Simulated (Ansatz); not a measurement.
Species: SiH2SCl, charge 0, doublet. SiH2SCl (SMILES [SiH2](Cl)[S], doublet).
B3LYP-D3(BJ)/def2-TZVP minimum from Ansatz (a first-principles code):
```xyz
5

Si     0.5325    -0.1957    -0.4510
Cl     0.6384    -0.3388     1.6050
S     -1.2878     0.5841    -1.1925
H      1.6120     0.7108    -0.8907
H      0.6850    -1.5577    -1.0008
```
Charge 0, spin multiplicity 2.

Total energies in hartree (Ansatz). Open shells are spin-unrestricted; no spin-orbit coupling. Correlated methods leave the cores frozen. No relativity. For partners of very few electrons the exact lower level stands in for a higher one.

| species | HF/cc-pV(T+d)Z | CCSD(T)/cc-pV(T+d)Z | HF/cc-pV(Q+d)Z | CCSD(T)/cc-pV(Q+d)Z | CCSD(T)/cc-pV(D+d)Z | CCSDT(Q)/cc-pV(D+d)Z |
|---|---|---|---|---|---|---|
| 1: SiH2SCl (SMILES [S][SiH2]Cl, doublet) | -1147.24329 | -1147.76533 | -1147.25392 | -1147.81841 | -1147.59300 | -1147.59497 |
| 2: Si (triplet) | -288.85649 | -288.93344 | -288.85845 | -288.93781 | -288.91643 | -288.91690 |
| 3: Cl (doublet) | -459.48556 | -459.67356 | -459.48916 | -459.69449 | -459.60403 | -459.60445 |
| 4: S (triplet) | -397.50938 | -397.65444 | -397.51264 | -397.66785 | -397.60412 | -397.60456 |
| 5: H (doublet) | -0.49981 | -0.49981 | -0.49995 | -0.49995 | -0.49928 | -0.49928 |

Problem. Work out the atomisation energy (electronic, to ground-state atoms) in kcal/mol: take Hartree-Fock from cc-pV(Q+d)Z, extrapolate the CCSD(T) correlation energy as X^-3 (X = 3, 4), and add CCSDT(Q) - CCSD(T) in cc-pV(D+d)Z. 1 hartree = 627.51 kcal/mol.

Solution. 
Species 1: correlation (64·(-0.56449) - 27·(-0.52204))/37 = -0.59547; step -0.00197; E1 = -1147.25392 + (-0.59547) + (-0.00197) = -1147.85136
Species 2: correlation (64·(-0.07936) - 27·(-0.07695))/37 = -0.08112; step -0.00047; E2 = -288.85845 + (-0.08112) + (-0.00047) = -288.94004
Species 3: correlation (64·(-0.20533) - 27·(-0.18800))/37 = -0.21798; step -0.00042; E3 = -459.48916 + (-0.21798) + (-0.00042) = -459.70756
Species 4: correlation (64·(-0.15521) - 27·(-0.14506))/37 = -0.16262; step -0.00044; E4 = -397.51264 + (-0.16262) + (-0.00044) = -397.67570
Species 5: correlation (64·(0.00000) - 27·(0.00000))/37 = 0.00000; step +0.00000; E5 = -0.49995 + (0.00000) + (+0.00000) = -0.49995
-1·E1 +1·E2 +1·E3 +1·E4 +2·E5 = 0.52816 hartree = 331.4 kcal/mol.
